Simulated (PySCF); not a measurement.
`O=S1(=O)C=C(C)C=C1`, C5H6O2S

Geometry:
```csv
atom,x (Å),y (Å),z (Å)
C1,2.103,0.213,-0.021
C2,0.629,-0.006,-0.012
C3,-0.007,-1.170,-0.086
S4,-1.777,-0.879,-0.036
O5,-2.396,-1.230,-1.284
O6,-2.356,-1.409,1.167
C7,-1.558,0.906,0.090
C8,-0.260,1.162,0.087
H9,2.637,-0.730,-0.097
H10,2.407,0.721,0.894
H11,2.378,0.847,-0.862
H12,0.403,-2.155,-0.164
H13,-2.383,1.584,0.152
H14,0.178,2.147,0.150
```

Computed with TDDFT PBE0/def2-SVPD excited states, vertical, gas phase (PySCF 2.14.0). Geometry: GFN2-xTB.

(1) How strongly do the lowest singlets absorb one photon, and two photons of half the energy?

## Answers

(1) δ for parallel linear polarisation; σ at the peak of a Lorentzian of half width 0.1 eV, single beam; Ω is circular over linear.
```csv
state,E (eV),f,photon λ (nm),δ (au),σ (GM),Ω,main
S1,4.30,0.021,577,0.96,0.01,1.35,HOMO→LUMO 0.97
S2,4.76,0.000,521,0.23,0.00,1.50,HOMO−1→LUMO 0.99
S3,5.35,0.063,464,77,0.81,0.23,HOMO−2→LUMO 0.95
S4,6.09,0.006,407,12.5,0.17,1.50,HOMO−3→LUMO 0.97
S5,6.23,0.023,398,8.67,0.12,1.15,HOMO−4→LUMO 0.98
```

Among these, the strongest one-photon state is S3, the strongest two-photon state S3, with a dipole change of 4.0 D (relaxed, norm of the difference vector).
